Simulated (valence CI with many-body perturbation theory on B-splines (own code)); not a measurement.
Results of a calculation; reference values are marked as such.
## From CI to CI+MBPT in Cu22+

Level of theory: valence CI with perturbative core correlation (CI+MBPT): five valence electrons over a frozen Dirac-Fock core [He], a basis of 9 s, 9 p, 8 d, 6 f, 3 g, 1 h functions for each j, with the one-electron correlation potential Σ1 (screened to all orders), the two-electron term Σ2, the three-electron term Σ3, Breit, model QED; selected single and double excitations, second order for the rest (own B-spline code, finite nucleus).

No measured spectrum was set against this ion. As an estimate, levels of excited configurations hold to 0.05 to 0.15 % of their energy, terms of the ground configuration to about 0.5 %. Among the levels kept, up to 2100 cm⁻¹ of a level comes from second order outside the variational space, and about a tenth of that is noise between levels of different J, which matters for small intervals.

Each rung adds one term. CI alone is the Dirac-Coulomb CI over the frozen core; QED comes last and gives the full result, which names the levels. Energies are above 2s2 2p3 4S°_3/2 on the same rung, in eV.

Names give the largest LS component (configuration and term), which can be under half, so a name can repeat, a term be missing and a line seem to break the LS rules; names also repeat where a configuration has a term twice. Letters in brackets count levels of one name in rising energy.

| Level | CI alone | + Σ1 | + Σ2 | + Σ3 | + Breit | Full |
| --- | --- | --- | --- | --- | --- | --- |
| 2s2 2p3 2D°_3/2 | 21.3 | 21.3 | 21.3 | 21.3 | 21.2 | 21.2 |
| 2s2 2p3 2D°_5/2 | 29.3 | 29.3 | 29.3 | 29.3 | 28.5 | 28.6 |
| 2s2 2p3 2P°_1/2 | 40.8 | 40.9 | 41.0 | 40.9 | 40.7 | 40.7 |
| 2s2 2p3 2P°_3/2 | 56.2 | 56.2 | 56.3 | 56.2 | 55.4 | 55.5 |
| 2s 2p4 4P_5/2 | 112.6 | 112.4 | 112.3 | 112.3 | 112.3 | 111.7 |
| 2s 2p4 4P_3/2 | 126.3 | 126.2 | 126.1 | 126.0 | 125.9 | 125.4 |
| 2s 2p4 4P_1/2 | 129.5 | 129.3 | 129.2 | 129.2 | 129.1 | 128.6 |
| 2s 2p4 2D_3/2 | 156.1 | 155.9 | 155.7 | 155.6 | 155.6 | 155.0 |
| 2s 2p4 2D_5/2 | 160.8 | 160.6 | 160.5 | 160.4 | 159.9 | 159.3 |
| 2s 2p4 2S_1/2 | 177.9 | 177.8 | 177.6 | 177.5 | 177.6 | 177.1 |
| 2s 2p4 2P_3/2 | 185.9 | 185.7 | 185.4 | 185.2 | 184.9 | 184.3 |
| 2s 2p4 2P_1/2 | 206.0 | 205.8 | 205.5 | 205.4 | 204.8 | 204.3 |
| 2p5 2P°_3/2 | 289.3 | 289.0 | 288.5 | 288.3 | 288.6 | 287.4 |
| 2p5 2P°_1/2 | 311.6 | 311.3 | 310.9 | 310.6 | 310.4 | 309.3 |
| 2s2 2p2 3s 4P_1/2 | 1147.1 | 1147.3 | 1147.4 | 1147.3 | 1147.0 | 1147.1 |
| 2s2 2p2 3s 4P_3/2 | 1162.7 | 1163.0 | 1163.0 | 1162.9 | 1162.1 | 1162.2 |
| 2s2 2p2 3s 2P_1/2 | 1166.7 | 1167.0 | 1167.0 | 1166.9 | 1166.0 | 1166.2 |
| 2s2 2p2 3s 4P_5/2 | 1170.2 | 1170.5 | 1170.5 | 1170.4 | 1169.0 | 1169.2 |
| 2s2 2p2 3s 2P_3/2 | 1173.9 | 1174.2 | 1174.2 | 1174.1 | 1172.8 | 1173.0 |
| 2s2 2p2 3p 4D°_1/2 | 1176.0 | 1176.2 | 1176.2 | 1176.1 | 1176.0 | 1175.9 |
| 2s2 2p2 3p 4D°_3/2 [a] | 1184.9 | 1185.1 | 1185.1 | 1185.0 | 1184.6 | 1184.6 |
| 2s2 2p2 3p 2S°_1/2 | 1191.2 | 1191.5 | 1191.5 | 1191.4 | 1190.7 | 1190.7 |
| 2s2 2p2 3s 2D_5/2 | 1193.9 | 1194.2 | 1194.3 | 1194.2 | 1192.5 | 1192.7 |
| 2s2 2p2 3p 4D°_3/2 [b] | 1195.1 | 1195.4 | 1195.4 | 1195.3 | 1194.5 | 1194.5 |
| 2s2 2p2 3s 2D_3/2 | 1196.0 | 1196.3 | 1196.3 | 1196.2 | 1194.5 | 1194.8 |
| 2s2 2p2 3p 4D°_5/2 | 1198.6 | 1198.9 | 1198.9 | 1198.8 | 1197.8 | 1197.8 |
| 2s2 2p2 3p 2D°_5/2 [a] | 1200.6 | 1200.8 | 1200.9 | 1200.8 | 1199.6 | 1199.6 |
| 2s2 2p2 3p 4P°_1/2 | 1200.7 | 1200.9 | 1200.9 | 1200.8 | 1199.9 | 1199.9 |
| 2s2 2p2 3p 2D°_3/2 [a] | 1203.3 | 1203.6 | 1203.6 | 1203.5 | 1202.5 | 1202.5 |
| 2s2 2p2 3p 4D°_7/2 | 1206.3 | 1206.5 | 1206.6 | 1206.5 | 1205.0 | 1205.0 |
| 2s2 2p2 3p 4S°_3/2 | 1208.4 | 1208.7 | 1208.7 | 1208.6 | 1207.4 | 1207.4 |

(1) How does the ionisation energy move along the ladder, and which term matters most?

Answers

(1) CI alone 2043.1, + Σ1 2043.4, + Σ2 2043.4, + Σ3 2043.3, + Breit 2042.8, + QED 2042.8 eV. The largest step is Breit, -0.5 eV. NIST lists 2044 ± 6 eV (semi-empirical).
